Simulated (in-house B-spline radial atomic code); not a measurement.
Results of a calculation; reference values are marked as such.
**Ca in an electron gas of r_s = 4: phase shifts, screening and friction**

A nucleus sits in a uniform electron gas with a rigid positive background. The Kohn-Sham equations are solved self-consistently in the spin-unpolarised LDA (PW92), non-relativistic, on B-splines with outgoing waves at the boundary and partial waves to l = 8. The model has no lattice, no bands and no magnetic solution. Atomic units; δ_l are the phase shifts at the Fermi level, counted so that each bound state adds π, and good to about 0.0005.

The density parameter is r_s = 4 bohr.

```csv
l,δ_l (rad)
0,9.7838
1,6.6369
2,0.3766
3,-0.0212
4,-0.0019
5,0.0003
6,-0.0001
7,0.0000
8,-0.0001
```

Bound levels below the band bottom (hartree): s -143.7, s -14.76, p -12, s -1.438, p -0.7664.

Q: Check the Friedel sum rule, and say where the screening charge sits.

A: k_F = (9π/4)^(1/3)/r_s = 0.47979. The rule is Z = (2/π) Σ (2l + 1) δ_l. The terms are s 6.229, p 12.676, d 1.199, f -0.094 and -0.011 beyond, in all 19.998 against Z = 20. Bound states hold 6 s, 12 p, 0 d electrons, so the scattering states carry 2.00 in all.

Q: Find the transport cross section and the electronic stopping of a 5 keV Ca ion (mass 40.08 u).

A: σ_tr = (4π/k_F²) Σ (l + 1) sin²(δ_l − δ_(l+1)). The terms for l = 0 to 3 are 0.0000, 0.0010, 0.4502, 0.0015, all together 0.4528, so σ_tr = 54.589 × 0.4528 = 24.718 bohr². With n = 3/(4π r_s³) = 0.00373, the friction coefficient is Q = n k_F σ_tr = 0.0442. For v well below v_F = 0.480, dE/dx = Q v; with 24801 eV per u at v = 1, v = √(5000/(24801 × 40.08)) = 0.0709, so dE/dx = 0.00314 hartree/bohr = 1.61 eV/nm. The largest term couples the d and f waves.
